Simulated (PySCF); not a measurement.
Calculation: B3LYP-D3(BJ)/def2-TZVP (PySCF). Isolated molecules, 0 K electronic values unless said otherwise. One relaxed conformer stands for a flexible species; it need not be the lowest. B3LYP has the VWN-RPA correlation part, as in Gaussian. 

Reference species (SMILES): `CO[SiH3]` (neutral, multiplicity 1).

The HOMO is -7.95 eV.

Changed species: `[SiH2](O)C` (C–Si–O–H torsion 69°).

What does the change do to the HOMO?

the HOMO drops by 0.24 eV, to -8.19 eV.
